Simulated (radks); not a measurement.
Results of a calculation; reference values are marked as such.
Coulomb parameter of the 4d shell of the technetium ion Tc+ in the model configuration [Kr] 4d3.5 5s1 5p1.5, as a second difference U = [E(n + 0.5) + E(n - 0.5) - 2 E(n)] / (0.5)^2 with all orbitals relaxed. "Bare": the charge of the atom changes with n. "Screened": the 5p shell takes up the change at fixed total charge, which measures U(4d,4d) + U(5p,5p) - 2 U(4d,5p). Code: a radial shooting solver on a logarithmic mesh with Libxc functionals. Model: scalar-relativistic Kohn-Sham, SCAN, spin-unpolarised, spherical densities, finite nucleus; meta-GGA in the generalised Kohn-Sham scheme; Fermi nuclear charge, rms radius 4.4112 fm.

case                  configuration  E - E(n) (eV)
start          [Kr] 4d3.5 5s1 5p1.5          0.000
bare +0.5        [Kr] 4d4 5s1 5p1.5         -8.721
bare -0.5        [Kr] 4d3 5s1 5p1.5         11.550
screened +0.5      [Kr] 4d4 5s1 5p1         -5.241
screened -0.5      [Kr] 4d3 5s1 5p2          5.944

U(bare) = 11.317 eV, U(screened by 5p) = 2.812 eV, against the Slater integral F0(4d,4d) = 15.957 eV with frozen orbitals.
